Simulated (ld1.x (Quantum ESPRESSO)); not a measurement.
**Sn (Z = 50): one change to a TM potential, before and after**

Sn (Z = 50), norm-conserving Troullier–Martins (Kleinman–Bylander form), made with ld1.x (Quantum ESPRESSO) 7.5 (Wu–Cohen, scalar-relativistic). Core [Kr], reference 4d10 5s2 5p1 (charge +1). Waves: 5s (bound): rc 1.45 bohr; 5p (bound): rc 1.90 bohr; 4d (bound): rc 1.45 bohr. Local part: all-electron potential smoothed inside 1.10 bohr (lloc = -1). Core correction: Bessel-smoothed model core inside 1.15 bohr.

Change: wave 4d (bound): rc 1.45 bohr becomes 4d (bound): rc 2.06 bohr.

Cutoffs: the cutoffs (Ry, on a coarse ladder) from which the occupation-weighted sum of valence levels, in a spherical-Bessel basis at the reference potential, stays within 10 and 1 mRy of its value at 400 Ry; they do not see the model core or the augmentation charge, which bear on the density cutoff. Errors are all-electron minus pseudo energies relative to the spin-unpolarised reference configuration.

Problem. What does the change do?

Solution. The potential gets softer (90 Ry and 180 Ry → 70 Ry and 160 Ry); both files keep a bound ghost (p, s); of the 7 tests that both files solve, the error grows in 2 and shrinks in 2 by more than 15 % and 0.3 meV (median size 6.3 → 7.5 meV). A larger radius leaves more room for a smooth pseudo-wave, so fewer plane waves are needed.

| quantity | base | changed |
| --- | --- | --- |
| cutoff, loose | 90 Ry | 70 Ry |
| cutoff, tight | 180 Ry | 160 Ry |
| loose cutoff by channel (10 mRy a level) | s 40 Ry, p 25 Ry, d 70 Ry | s 40 Ry, p 25 Ry, d 55 Ry |
| bound ghosts | s, p | s, p |
| error for 4d10 5s2 5p2, meV [ΔE -6.90 eV] | +1.9 | +2.1 |
| error for 4d10 5s2 5p0, meV [ΔE 13.99 eV] | -4.8 | -4.5 |
| error for 4d10 5s1 5p0, meV [ΔE 45.03 eV] | -12 | -9.6 |
| error for 4d9 5s2 5p2, meV [ΔE 25.74 eV] | -170 | -102 |
| error for 4d10 5s1 5p2, meV [ΔE 7.71 eV] | -6.3 | -7.5 |
| error for 4d10 5s0 5p4, meV [ΔE 7.37 eV] | -30 | -35 |
| error for 4d10 5s2 5p2.3, meV [ΔE -7.75 eV] | +2.5 | +2.5 |

 A true bound ghost makes a file unfit for plane-wave use even where its test errors are small: the radial tests pick states by their node count and pass the ghost by.
